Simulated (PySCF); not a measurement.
Job file and geometry (Å, from GFN2-xTB) of an NMR shielding run on `C1C([P@@]2(=O)C(C)=C2)CCC1`, C$_{8}$H$_{13}$OP, PySCF 2.14.0, density-fitted response routines, GIAO PBE0/pcSseg-1 NMR shielding, non-relativistic, gas phase; density fitting, a coarse starting grid and PySCF grid level 2 are the driver's defaults:

```
{"job": {"kind": "nmr", "xc": "PBE0", "basis": "pcSseg-1"}, "charge": 0, "multiplicity": 1}
C      2.694268     1.412882    -0.167822
C      2.093227     0.081015     0.020149
C      2.218893    -1.002452     0.807914
P      1.039608    -1.278176    -0.523139
O      1.312045    -2.113996    -1.701304
C     -0.730069    -1.223872     0.006341
C     -0.995038    -0.093231     0.988628
C     -1.306529     1.083416     0.071805
C     -2.197801     0.457991    -0.997855
C     -1.595396    -0.933519    -1.233252
H      2.921434     1.576472    -1.220917
H      1.996944     2.189939     0.147823
H      3.608655     1.502592     0.417960
H      2.836709    -1.316120     1.626628
H     -0.931593    -2.214167     0.426335
H     -1.864375    -0.330136     1.604786
H     -0.143750     0.091089     1.643605
H     -1.787378     1.911543     0.590810
H     -0.382554     1.442332    -0.385605
H     -2.229492     1.051590    -1.909860
H     -3.216481     0.367090    -0.617297
H     -2.371804    -1.686954    -1.362831
H     -0.974277    -0.948343    -2.131070
```

Problem. What does the program print?

Solution. 
```
coarse grid: 19464 points
cycle   1  E = -728.3010574759  dE =  1.710e+00  |g| = 9.452e-01  |ddm| = 4.493e+00
cycle   2  E = -727.6397110821  dE =  6.613e-01  |g| = 1.998e+00  |ddm| = 3.617e+00
cycle   3  E = -728.4666814790  dE = -8.270e-01  |g| = 2.742e-01  |ddm| = 3.025e+00
cycle   4  E = -728.4836967320  dE = -1.702e-02  |g| = 9.588e-02  |ddm| = 4.024e-01
cycle   5  E = -728.4858525936  dE = -2.156e-03  |g| = 2.027e-02  |ddm| = 1.008e-01
cycle   6  E = -728.4859355566  dE = -8.296e-05  |g| = 8.703e-03  |ddm| = 3.175e-02
cycle   7  E = -728.4859519909  dE = -1.643e-05  |g| = 3.061e-03  |ddm| = 1.047e-02
cycle   8  E = -728.4859543197  dE = -2.329e-06  |g| = 5.441e-04  |ddm| = 3.732e-03
final grid: 182640 points
cycle   9  E = -728.5583663803  dE = -4.641e-05  |g| = 1.258e-02  |ddm| = 4.438e-02
cycle  10  E = -728.5583022711  dE =  6.411e-05  |g| = 2.143e-02  |ddm| = 3.306e-02
cycle  11  E = -728.5584015878  dE = -9.932e-05  |g| = 3.357e-03  |ddm| = 2.351e-02
cycle  12  E = -728.5584038029  dE = -2.215e-06  |g| = 2.739e-04  |ddm| = 3.105e-03
cycle  13  E = -728.5584038184  dE = -1.549e-08  |g| = 1.090e-04  |ddm| = 4.871e-04
cycle  14  E = -728.5584038209  dE = -2.557e-09  |g| = 3.889e-05  |ddm| = 1.597e-04
cycle  15  E = -728.5584038213  dE = -3.456e-10  |g| = 1.535e-05  |ddm| = 5.421e-05
converged SCF energy = -728.5584038213

GIAO shielding tensors (ppm)
atom      isotropic    diamagn.    paramagn.     s11        s22        s33       span
  0 C      168.267     247.360     -79.093    153.736    165.063    186.002     32.266
  1 C        7.346     267.367    -260.021   -104.855    -37.392    164.284    269.139
  2 C       26.312     265.254    -238.941    -89.013     -1.383    169.333    258.347
  3 P      397.283     962.727    -565.445    194.677    241.296    755.876    561.199
  4 O      237.176     393.963    -156.787    128.920    217.036    365.571    236.651
  5 C      142.396     255.950    -113.554    114.152    144.854    168.181     54.029
  6 C      154.128     248.726     -94.598    134.761    160.805    166.818     32.057
  7 C      156.289     248.774     -92.485    134.250    164.722    169.894     35.643
  8 C      157.763     249.263     -91.500    131.770    167.279    174.240     42.469
  9 C      159.907     249.476     -89.570    131.330    170.424    177.966     46.637
 10 H       29.103      28.419       0.684     25.053     27.777     34.478      9.425
 11 H       29.459      30.902      -1.443     24.524     29.766     34.086      9.563
 12 H       29.247      26.687       2.560     24.886     27.477     35.379     10.493
 13 H       22.955      34.097     -11.142     19.856     23.431     25.578      5.722
 14 H       28.686      31.895      -3.209     25.129     26.079     34.850      9.721
 15 H       30.381      31.799      -1.418     25.480     27.431     38.231     12.750
 16 H       30.682      32.977      -2.295     25.876     30.049     36.121     10.245
 17 H       30.152      31.043      -0.891     25.371     27.097     37.989     12.618
 18 H       30.588      33.514      -2.926     25.450     29.218     37.097     11.647
 19 H       29.774      29.822      -0.047     25.277     26.848     37.198     11.921
 20 H       30.205      30.148       0.057     24.836     27.823     37.955     13.120
 21 H       29.546      29.962      -0.416     23.892     27.461     37.284     13.392
 22 H       28.895      30.881      -1.986     23.228     28.987     34.470     11.242
```

Problem. Turn these shieldings into chemical shifts. δ = σ(ref) − σ, references computed at the same level: ¹³C (σ = 186.93 ppm), ¹H (σ = 31.72 ppm) against TMS; ³¹P (σ = 318.38 ppm) vs H3PO4; ¹⁷O (σ = 336.08 ppm) vs H2O.

Solution. Averaging equivalent atoms: C 1: 179.6; C 2: 160.6; C 5: 44.5; C 6: 32.8; C 7: 30.6; C 8: 29.2; C 9: 27.0; C 0: 18.7; P 3: -78.9; O 4: 98.9; H 13: 8.76; H 14: 3.03; H 22: 2.82; H 10/11/12: 2.45; H 21: 2.17; H 19: 1.94; H 17: 1.56; H 20: 1.51; H 15: 1.34; H 18: 1.13; H 16: 1.03 ppm. Experimental scales use liquid or dissolved standards, which lie at an offset from isolated H2O (liquid H2O: subtract about 36 ppm) and H3PO4.

Size and cost of the density-fitted run: 242 basis functions, roughly 2.9 core-minutes.
